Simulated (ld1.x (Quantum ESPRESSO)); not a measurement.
# Ge (Z = 32): variants of one TM potential

Base potential:

| Quantity | Value |
| --- | --- |
| Element | germanium |
| Generator | ld1.x (Quantum ESPRESSO) 7.5 |
| Type | norm-conserving Troullier–Martins (Kleinman–Bylander form) |
| Functional | PBE |
| Relativity | scalar-relativistic |
| Frozen core | [Ar] 3d10 |
| Valence charge | 4 |
| Reference configuration | 4s2 4p1.5 (charge +0.5) |
| Partial waves | 4p (bound): rc 1.50 bohr; 4s (bound): rc 1.90 bohr |
| Local potential | the s channel |
| Core correction | Bessel-smoothed model core inside 1.55 bohr |

Cutoffs, loose and tight: the cutoffs (Ry, on a coarse ladder) from which the occupation-weighted sum of valence levels, in a spherical-Bessel basis at the reference potential, stays within 10 and 1 mRy of its value at 400 Ry. They do not see the model core or the augmentation charge, which bear on the density cutoff. Test errors are all-electron minus pseudo excitation energies from the reference, over the configurations 4s2 4p2; 4s2 4p1; 4s2 4p0; 4s1 4p0; 4s1 4p3; 4s2 4p2.3; 4s0 4p4. A dash means not determined; rows that change the core or the reference have their own tests. The largest error is taken over the tests solved by every variant that gives reliable tests at all: 4s0 4p4; 4s1 4p0; 4s1 4p3; 4s2 4p0; 4s2 4p1; 4s2 4p2.3.

A true bound ghost makes a file unfit for plane-wave use even where its test errors are small: the radial tests pick states by their node count and pass the ghost by.

```csv
change,outcome,"cutoff, loose","cutoff, tight",bound ghosts,largest test error (meV)
base,generated,35 Ry,60 Ry,p,-227
"all radii but the core radius scaled by about 0.75 (s 1.42, p 1.12 bohr)",generated,260 Ry,300 Ry,p,-246
"all radii but the core radius scaled by about 1.12 (s 2.14, p 1.68 bohr)",generated,18 Ry,35 Ry,none,-221
"all radii but the core radius scaled by about 1.31 (s 2.48, p 1.96 bohr)",generated,12 Ry,25 Ry,none,-224
"all radii but the core radius scaled by about 1.39 (s 2.64, p 2.08 bohr)",generated,18 Ry,21 Ry,p,-299
```

**Question.** What comes out with this change to the base: all radii but the core radius scaled by about 0.83 (s 1.58, p 1.24 bohr)?

**Answer.** outcome: generated; cutoff, loose: 140 Ry; cutoff, tight: 200 Ry; bound ghosts: p; largest test error (meV): -240.

**Question.** What comes out with this change to the base: all radii but the core radius scaled by about 0.94 (s 1.78, p 1.40 bohr)?

**Answer.** outcome: generated; cutoff, loose: 50 Ry; cutoff, tight: 70 Ry; bound ghosts: p; largest test error (meV): -231.

**Question.** What comes out with this change to the base: all radii but the core radius scaled by about 1.20 (s 2.28, p 1.80 bohr)?

**Answer.** outcome: generated; cutoff, loose: 15 Ry; cutoff, tight: 30 Ry; bound ghosts: none; largest test error (meV): -220.

Reading the sweep of the scale of all radii but the core radius (base = 1) (base included, trends over the rows without a ghost): Bound ghosts are found at 0.75, 0.83, 0.94, 1, 1.39.
